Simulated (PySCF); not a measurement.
An unknown shows these calculated signals:

1H NMR (500 MHz, computed): δ 7.71 (m, 2H), 7.51 (m, 1H), 7.48 (m, 2H).

13C{1H} NMR (computed): δ 138.8 (C, q, J = 35.0 Hz), 137.5 (CH), 134.5 (CH), 132.0 (CH, q, J = 3.8 Hz), 131.5 (C, q, J = 336.6 Hz).

- σ from GIAO-B3LYP/pcSseg-1
- geometry from PBE0-D3(BJ)/def2-SVP
- couplings computed with B3LYP/pcJ-1 (spin–dipole term only in couplings to heteroatoms)
- code: PySCF 2.14
- no solvent, rapidly exchanging positions averaged, non-relativistic Hamiltonian, one computed conformer

Shifts are taken against calculated references (same method and geometry level): TMS for 1H (31.38 ppm), 13C (179.24 ppm).

Problem. Which of these does the molecule contain: a tert-butyl group, a heteroaromatic ring, a benzene ring, a CF3 group, a carboxylic acid?

Solution. 
- A tert-butyl group: no.
- A heteroaromatic ring: no.
- A benzene ring: yes.
- A CF3 group: yes (δC 131.5).
- A carboxylic acid: no.

The data belong to `FC(F)(F)c1ccccc1`, C$_{7}$H$_{5}$F$_{3}$; they needn't prove each group on their own.

Carbon signals by region: 5 in the sp2 and nitrile region (100–160 ppm).

C–F couplings over four or more bonds (about 3 Hz to the para carbon of a fluoroarene) are left out. Common functionals overestimate the size of one-bond C–F couplings by tens of Hz; these are unscaled. Multiplet labels drop couplings under 1 Hz and merge nearly equal ones. Couplings among chemically equivalent protons are left out too, so labels in AA′BB′ or AA′XX′ sets are apparent multiplicities. Unscaled 3J(H,H) at this level run about 10 % above measured values. Shifts are as computed. Against solution values, carbons near 30 ppm lie about +2 ppm off and those near 130 ppm about +6 ppm. Of 1211 compounds with measured shifts, 218 miss one by over three times the rms of a fit or turn the order of signals round; such compounds aren't used in these exercises.
